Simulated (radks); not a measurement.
The numbers below are computed, except where a source is named.
Si8+, 6 electrons, occupied as [He] 2s2 2p2.

Code: a radial shooting solver on a logarithmic mesh with Libxc functionals. Model: scalar-relativistic Kohn-Sham, SCAN, spin-polarised, spherical densities, finite nucleus; open shells are filled with parallel spins first; meta-GGA in the generalised Kohn-Sham scheme; Fermi nuclear charge, rms radius 3.1224 fm.

Energy parts (Ry):
total: -504.37589
kinetic: 506.28050
electron-nucleus: -1089.28749
Hartree: 106.90085
exchange-correlation: -28.26975

Orbitals (lengths in bohr, moments of r in powers of bohr; <r^-3> diverges for s and p1/2; r(90%) holds 90 % of the orbital's charge):
1s up: occ. 1; eigenvalue (Ry) -153.2603; <r^4> 0.0007085; r(90%) 0.198; <r> 0.1110
1s down: occ. 1; eigenvalue (Ry) -152.7605; <r^4> 0.0006935; r(90%) 0.197; <r> 0.1105
2s up: occ. 1; eigenvalue (Ry) -26.99541; <r^4> 0.1469; r(90%) 0.770; <r> 0.5006
2s down: occ. 1; eigenvalue (Ry) -26.01393; <r^4> 0.1574; r(90%) 0.784; <r> 0.5087
2p up: occ. 2; eigenvalue (Ry) -24.26490; <r^4> 0.1140; <r^-3> 67.53; r(90%) 0.723; <r> 0.4456

The highest occupied level is 2p up at -330.14 eV. The electron density at the nucleus is 1945 e/bohr^3 (large components only). For comparison, the ionisation energy in NIST's Atomic Spectra Database is 351.3 eV (semi-empirical). In exact Kohn-Sham theory the highest level is minus the ionisation energy, but local and semilocal functionals leave it too shallow, through self-interaction and a potential that decays too fast; potentials with the right tail come closer. The density falls to 0.001 e/bohr^3 at r = 1.42 bohr. Spin moment in Bohr magnetons: 2. The spin density at the nucleus is -0.307 e/bohr^3 (1s -4.810, 2s 4.502).

Empty levels of this run are not shown, since the potential may be unsettled where no density lies.
